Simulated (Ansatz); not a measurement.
Ansatz (a quantum-chemistry and plane-wave program) input (r2SCAN/def2-TZVP):

Ansatz 0.2 input:
```yaml
crystal:
  periodic: [false, false, false]
  atoms:
    - {symbol: Ni, position_ang: [-0.00000000, -0.00000000, -0.36057558]}
    - {symbol: F, position_ang: [-0.00000000, -0.00000000, -2.09000804]}
    - {symbol: Cl, position_ang: [0.00000000, 0.00000000, 1.70036403]}
basis:
  gaussian:
    orbitals: def2-TZVP
hamiltonian:
  xc: {name: r2SCAN}
magnetization: {spin_polarized: true, initial_magnetization: 2}
relax: {f_tol: 0.003, max_steps: 100}
```

Output:

```
Functional definition: r2SCAN
integrals: 0.04 GiB planned
859 factors; their error is unknown
mean field: 0.41 GiB planned
mean field evaluation 1: about -56278.9948 eV, gradient 4.5e1 eV
mean field evaluation 2: about -56201.4875 eV, gradient 2.0e2 eV
mean field evaluation 4: about -56283.3349 eV, gradient 2.4e1 eV
mean field evaluation 8: about -56284.5549 eV, gradient 1.4e0 eV
mean field evaluation 16: about -56284.5406 eV, gradient 9.8e-2 eV
mean field evaluation 32: about -56278.9948 eV, gradient 4.5e1 eV
mean field evaluation 64: about -56284.5381 eV, gradient 4.1e-6 eV
mean field evaluation 96: about -56284.5381 eV, gradient 3.5e-6 eV
mean field evaluation 128: about -56284.6927 eV, gradient 1.4e0 eV
mean field -56284.70342850 eV, -2068.4246998553 hartree, gradient 1.2e-5 eV, S^2 2.005600; 14 other end points of the search recorded, 0 dependent functions left out
the calculation of the forces begins
reference -56284.70344041 eV, -2068.4247002929 hartree; 28, 26 occupied and 85, 87 virtual orbitals, 859 factors
relax step   1: F+E_penalty+E_count = -56284.70342850 eV  Δ(F+E_penalty+E_count) = +0.000e0 eV  max|allowed force component| = 3.084e-1 eV/Å  Δτ_max = 0.0000 Å  (577 SCF iters, accepted)
these checks for a lower state are left out or cut short: starts, cluster_reference, orbital_swaps, neighbouring_geometries, increment
integrals: 0.04 GiB planned
859 factors; their error is unknown
mean field: 0.41 GiB planned
mean field -56284.70696147 eV, -2068.4248296895 hartree, gradient 5.8e-6 eV, S^2 2.005668; 0 other end points of the search recorded, 0 dependent functions left out
the calculation of the forces begins
reference -56284.70697343 eV, -2068.4248301289 hartree; 28, 26 occupied and 85, 87 virtual orbitals, 859 factors
relax step   2: F+E_penalty+E_count = -56284.70696147 eV  Δ(F+E_penalty+E_count) = -3.533e-3 eV  max|allowed force component| = 1.170e-1 eV/Å  Δτ_max = 0.0121 Å  (73 SCF iters, accepted)
these checks for a lower state are left out or cut short: starts, cluster_reference, orbital_swaps, neighbouring_geometries, increment
integrals: 0.04 GiB planned
859 factors; their error is unknown
mean field: 0.41 GiB planned
mean field evaluation 160: about -56284.7252 eV, gradient 2.7e-4 eV
mean field -56284.70728709 eV, -2068.4248416557 hartree, gradient 7.3e-6 eV, S^2 2.005691; 0 other end points of the search recorded, 0 dependent functions left out
the calculation of the forces begins
reference -56284.70729907 eV, -2068.4248420960 hartree; 28, 26 occupied and 85, 87 virtual orbitals, 859 factors
relax step   3: F+E_penalty+E_count = -56284.70728709 eV  Δ(F+E_penalty+E_count) = -3.256e-4 eV  max|allowed force component| = 2.678e-2 eV/Å  Δτ_max = 0.0037 Å  (72 SCF iters, accepted)
these checks for a lower state are left out or cut short: starts, cluster_reference, orbital_swaps, neighbouring_geometries, increment
integrals: 0.04 GiB planned
859 factors; their error is unknown
mean field: 0.41 GiB planned
mean field -56284.70729586 eV, -2068.4248419780 hartree, gradient 1.0e-5 eV, S^2 2.005691; 0 other end points of the search recorded, 0 dependent functions left out
the calculation of the forces begins
reference -56284.70730784 eV, -2068.4248424182 hartree; 28, 26 occupied and 85, 87 virtual orbitals, 859 factors
relax step   4: F+E_penalty+E_count = -56284.70729586 eV  Δ(F+E_penalty+E_count) = -8.768e-6 eV  max|allowed force component| = 9.410e-4 eV/Å  Δτ_max = 0.0004 Å  (52 SCF iters, accepted)
integrals: 0.04 GiB planned
859 factors; their error is unknown
mean field: 0.41 GiB planned
mean field evaluation 192: about -56284.4580 eV, gradient 4.8e0 eV
mean field evaluation 224: about -56284.5310 eV, gradient 3.2e-4 eV
mean field evaluation 256: about -56284.6685 eV, gradient 6.9e-1 eV
mean field evaluation 288: about -56284.6233 eV, gradient 4.9e-1 eV
mean field -56284.70729586 eV, -2068.4248419780 hartree, gradient 1.0e-5 eV, S^2 2.005691; 9 other end points of the search recorded, 0 dependent functions left out
the calculation of the forces begins
reference -56284.70730784 eV, -2068.4248424182 hartree; 28, 26 occupied and 85, 87 virtual orbitals, 859 factors
Total energy: -56284.70730784 eV, -2068.4248424182 hartree
Atom 0 at     0.000000    -0.000052    -0.357023 Å, force    -0.000000    -0.000038     0.000941 eV/Å
Atom 1 at    -0.000000     0.000029    -2.078075 Å, force     0.000000     0.000021    -0.000442 eV/Å
Atom 2 at    -0.000000     0.000023     1.684878 Å, force     0.000000     0.000017    -0.000499 eV/Å
Dipole moment:    -0.000000    -0.000061     0.166149 e Å
```

The spin state was set by rule; other spins were not relaxed.
